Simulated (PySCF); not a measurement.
C5H5NSi.
SMILES with atom numbers: `[N:1]#[C:2][C:3]1=[CH:4][CH:5]=[CH:6][SiH2:7]1` (hydrogens: H8 on C4; H9 on C5; H10 on C6; H11, H12 on Si7)

The same species was optimised twice, with GFN2-xTB and with PBE0-D3(BJ)/def2-SVP (PySCF), and the same property calculations (PySCF, gas phase) were run on both structures.

| coordinate | GFN2-xTB | PBE0-D3(BJ)/def2-SVP | change |
| --- | --- | --- | --- |
| C2–C3 (Å) | 1.390 | 1.414 | +0.024 |
| C4–C5 (Å) | 1.448 | 1.471 | +0.023 |
| C6–Si7 (Å) | 1.888 | 1.873 | -0.015 |
| C3–Si7 (Å) | 1.905 | 1.891 | -0.014 |
| N1≡C2 (Å) | 1.151 | 1.162 | +0.011 |
| C5=C6 (Å) | 1.342 | 1.351 | +0.009 |
| C3=C4 (Å) | 1.351 | 1.359 | +0.008 |
| C3–Si7–C6 (°) | 88.1 | 91.7 | +3.6 |
| C2–C3–Si7 (°) | 125.9 | 128.6 | +2.7 |
| C5–C6–Si7 (°) | 110.1 | 107.5 | -2.6 |
| C4–C3–Si7 (°) | 109.4 | 106.9 | -2.5 |
| C4–C5–C6 (°) | 116.3 | 117.2 | +0.9 |
| C3–C4–C5 (°) | 116.1 | 116.8 | +0.7 |
| N1–C2–C3 (°) | 177.4 | 177.9 | +0.5 |
| C2–C3–C4 (°) | 124.7 | 124.5 | -0.2 |

Rotational constants: A = 4697, B = 1714, C = 1275 MHz (GFN2-xTB) against A = 4849, B = 1649, C = 1249 MHz (PBE0-D3(BJ)/def2-SVP). Point groups within 0.08 Å: Cs and Cs.

On the GFN2-xTB structure: HOMO (eV) -7.28 [PBE0/pcSseg-1]; LUMO (eV) -2.61 [PBE0/pcSseg-1]; dipole (D) 4.84 [PBE0/pcSseg-1]; GIAO shielding of N1 (ppm) -63.5 [PBE0/pcSseg-1]; GIAO shielding of C2 (ppm) 63.8 [PBE0/pcSseg-1]; GIAO shielding of C3 (ppm) 68.8 [PBE0/pcSseg-1]; GIAO shielding of C4 (ppm) 19.1 [PBE0/pcSseg-1]; GIAO shielding of C5 (ppm) 30.7 [PBE0/pcSseg-1]; GIAO shielding of C6 (ppm) 45.0 [PBE0/pcSseg-1]; GIAO shielding of Si7 (ppm) 386.0 [PBE0/pcSseg-1].

Q: What do these properties become on the PBE0-D3(BJ)/def2-SVP structure?

A: 
| property | level | on GFN2-xTB | on PBE0-D3(BJ)/def2-SVP | change |
| --- | --- | --- | --- | --- |
| HOMO (eV) | PBE0/pcSseg-1 | -7.28 | -7.41 | -0.13 |
| LUMO (eV) | PBE0/pcSseg-1 | -2.61 | -2.68 | -0.07 |
| dipole (D) | PBE0/pcSseg-1 | 4.84 | 4.87 | +0.03 |
| energy, GFN2-xTB geometry as zero (kcal/mol) | PBE0/pcSseg-1 | 0.0 | -1.6 | -1.6 |
| GIAO shielding of N1 (ppm) | PBE0/pcSseg-1 | -63.5 | -69.4 | -5.9 |
| GIAO shielding of C2 (ppm) | PBE0/pcSseg-1 | 63.8 | 62.6 | -1.2 |
| GIAO shielding of C3 (ppm) | PBE0/pcSseg-1 | 68.8 | 66.2 | -2.6 |
| GIAO shielding of C4 (ppm) | PBE0/pcSseg-1 | 19.1 | 15.5 | -3.6 |
| GIAO shielding of C5 (ppm) | PBE0/pcSseg-1 | 30.7 | 27.1 | -3.6 |
| GIAO shielding of C6 (ppm) | PBE0/pcSseg-1 | 45.0 | 44.0 | -1.0 |
| GIAO shielding of Si7 (ppm) | PBE0/pcSseg-1 | 386.0 | 385.4 | -0.6 |

The heavy atoms differ by 0.039 Å rms after alignment. Among bonds between heavy atoms C2–C3 and C4–C5 change most and about equally (+0.023 to +0.024 Å). Changes are differences of the printed values. Neither structure is proved a minimum here.
